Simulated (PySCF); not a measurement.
Order these species by their calculated properties.

Species are written as SMILES; each is one conformer at its optimised geometry, gas phase, non-relativistic unless stated. Electronic properties by PySCF.

The conformers computed, where there is a choice (atom-mapped SMILES and torsion angles):
- `[F:1][P:2]([F:3])[PH2:4]`: H–P4–P2–F1 174°, H–P4–P2–F1 81°
- `[CH3:1][S@+:2]([AlH3-:3])[CH2:4][C:5](=[O:6])[OH:7]`: C1–S2–C4–C5 -176°, S2–C4–C5–O6 150°, H–O7–C5–C4 -178°
- `[CH3:1][CH2:2][c:3]1[cH:4][pH:5][c:6]([CH2:7][CH3:8])[cH:9]1`: C1–C2–C3–C4 -114°, P5–C6–C7–C8 56°
- `[CH2:1]=[C:2]([CH2:3][CH2:4][CH3:5])[S:6][SiH3:7]`: C1–C2–C3–C4 -103°, C2–C3–C4–C5 180°, C1–C2–S6–Si7 14°
- `[CH3:1][C@H:2]([SiH3:3])[SiH2:4][CH2:5][SiH3:6]`: C1–C2–Si4–C5 -179°, C2–Si4–C5–Si6 173°

The conformers of `CCCC1COBOC1` aren't listed.

Task: Rank by static isotropic polarisability, highest first (CAM-B3LYP/def2-SVPD at PBE0-D3(BJ)/def2-SVP geometries).
A. `FP(F)P`
B. `C[S@+]([AlH3-])CC(=O)O`
C. `CCc1c[pH]c(CC)c1`
D. `CCCC1COBOC1`

Result: C (120.3 au), B (98.1 au), D (90.1 au), A (55.1 au).

Task: Rank by smallest rotational constant, highest first (GFN2-xTB).
A. `C=C(CCC)S[SiH3]`
B. `[SiH2]1OC(C(=C)O1)=O`
C. `C([SiH2][C@@H]([SiH3])C)[SiH3]`
D. `C1(CC(=O)O[SiH2]1)=O`

Result: B (1.506 GHz), D (1.357 GHz), A (0.735 GHz), C (0.644 GHz).

Task: Rank by HOMO–LUMO gap, highest first (CAM-B3LYP/def2-SVPD at PBE0-D3(BJ)/def2-SVP geometries).
A. `C[S@+]([AlH3-])CC(=O)O`
B. `CCCC1COBOC1`
C. `FP(F)P`
D. `CCc1c[pH]c(CC)c1`

Result: B (10.86 eV), A (9.39 eV), C (8.90 eV), D (7.72 eV).

Task: By how much do the two ends of that ranking differ?

Result: By 3.14 eV, between `CCCC1COBOC1` and `CCc1c[pH]c(CC)c1`.

Task: Rank by HOMO energy, lowest first (CAM-B3LYP/def2-SVPD at PBE0-D3(BJ)/def2-SVP geometries).
A. `CCC1=CPC(CC)=C1`
B. `FP(F)P`
C. `CCCC1COBOC1`
D. `C[S@+]([AlH3-])CC(=O)O`

Result: C (-9.80 eV), D (-9.05 eV), B (-8.68 eV), A (-7.58 eV).

Task: Rank by lowest triplet excitation (Tamm–Dancoff), highest first (TDA CAM-B3LYP/def2-SVPD at PBE0-D3(BJ)/def2-SVP geometries).
A. `C[S@+]([AlH3-])CC(=O)O`
B. `CCCC1COBOC1`
C. `FP(F)P`
D. `CCc1c[pH]c(CC)c1`

Result: B (7.18 eV), A (5.38 eV), C (4.23 eV), D (3.00 eV).

Task: Give the two extremes of that set in kJ/mol.

Result: `CCc1c[pH]c(CC)c1`: 290 kJ/mol; `CCCC1COBOC1`: 693 kJ/mol.

Task: Rank by lowest singlet excitation, lowest first (TDDFT CAM-B3LYP/def2-SVPD at PBE0-D3(BJ)/def2-SVP geometries).
A. `CCCC1COBOC1`
B. `FP(F)P`
C. `CCC1=CPC(CC)=C1`
D. `O=C(C[S@@+]([AlH3-])C)O`

Result: C (4.66 eV), B (5.22 eV), D (5.88 eV), A (7.86 eV).
